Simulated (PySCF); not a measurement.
Input of a run (PBE0-D3(BJ)/def2-SVP geometry optimisation, gas phase (PySCF 2.14.0)), started from GFN2-xTB:
```
{"job": {"xc": "PBE0", "basis": "def2-SVP", "d3": "d3bj", "grid": 1, "shake": 0.01, "kind": "geom"}, "charge": 0, "multiplicity": 1}
C     -1.280910     1.021600    -0.797180
C     -0.656820     0.194310    -0.022040
C     -1.285330    -1.101430     0.393430
F     -2.494110    -1.296160    -0.110490
Si     1.088070     0.519640     0.623530
N      2.154880    -0.055100    -0.583880
H     -2.283390     0.841190    -1.175330
H     -0.844010     1.987580    -1.104330
H     -1.361040    -1.138860     1.512970
H     -0.660200    -1.949650     0.073060
H      1.206470    -0.130170     1.960240
H      1.359230     1.958910     0.765550
H      1.913250    -0.891870    -1.098590
H      3.136770     0.024930    -0.444680
```

Output (energies in Eh, forces in Eh/bohr):
```
step   0  E = -562.49312931  max force = 0.048229
step   1  E = -562.49843771  max force = 0.011729
step   2  E = -562.49890185  max force = 0.005742
step   3  E = -562.49898779  max force = 0.002132
step   4  E = -562.49902691  max force = 0.001335
step   5  E = -562.49904260  max force = 0.000806
step   6  E = -562.49906013  max force = 0.001040
step   7  E = -562.49906933  max force = 0.001241
step   8  E = -562.49907611  max force = 0.000830
step   9  E = -562.49908326  max force = 0.000411
optimisation converged
```

**Question.** Summarise the run.

**Answer.** The energy falls by 3.7 kcal/mol over 10 energy and gradient evaluations, the largest force component goes from 0.0482 to 4.1e-04 Eh/bohr, and the atoms move by 0.111 Å rms after alignment. Among the bonds, C1=C2 and C3–F4 change most and about equally (+0.045 to +0.046 Å). Bonds longer at the end by more than 0.005 Å: 8 of 13; shorter: 3. Among the angles that change most is H7–C1–H8, from 114.4° to 117.3°. The energy never rose by more than 1e-6 Eh on the way. The first step brought 89 % of the lowering.

**Question.** What are the final bond lengths?

**Answer.** C1=C2 1.339 Å, C2–C3 1.498 Å, C3–F4 1.370 Å, C2–Si5 1.882 Å, Si5–N6 1.732 Å, C1–H7 1.095 Å, C1–H8 1.094 Å, C3–H9 1.106 Å, C3–H10 1.107 Å, Si5–H11 1.506 Å, Si5–H12 1.493 Å, N6–H13 1.014 Å, N6–H14 1.014 Å. Numbering counts from 1 in the input's order; the species is `C=C(CF)[SiH2]N`.

The run used 128 basis functions and 64 SCF cycles in all. Time: 62 s wall; peak memory 0.50 GiB. Hardware: an Arm Neoverse V2 with one thread, no GPU, shared host with 192 logical CPUs at a one-minute load of 76.

No PBE0-D3(BJ)/def2-SVP frequencies stand behind this structure, so it isn't proved a minimum. One conformer, not necessarily the lowest.

Conformer computed: `[CH2:1]=[C:2]([CH2:3][F:4])[SiH2:5][NH2:6]`: C1–C2–C3–F4 -1°, C1–C2–Si5–N6 -80°, H–N6–Si5–C2 -40°, H–N6–Si5–C2 178°.
